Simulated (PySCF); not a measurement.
**I⁺: ionisation energy**

I⁺ [Kr] 4d10 5s2 5p4 (3P) → I²⁺ [Kr] 4d10 5s2 5p3 (4S), as a difference of total energies. Calculation: PySCF 2.14, in x2c-SVPall; scalar relativity by spin-free X2C-1e. Correlated levels: valence: [Kr] 4d10 frozen. The calculations carry no spin-orbit coupling.

```
           method  ionisation energy (eV)
              UHF                  17.735
             PBE0                  18.808
    MP2 (valence)                  18.110
SCS-MP2 (valence)                  18.115
CCSD(T) (valence)                  18.145
```

Task: Estimate what r2SCAN gives.

Result: 18.843 eV, closest to PBE0 among the rows shown.

Task: Estimate what CCSD (valence) gives.

Result: 18.139 eV, closest to CCSD(T) (valence) among the rows shown.

Errors of the correlated levels include the incompleteness of this basis and the frozen core.

For comparison: 18.750 eV (measured; NIST levels, between the centres of gravity of the two terms).
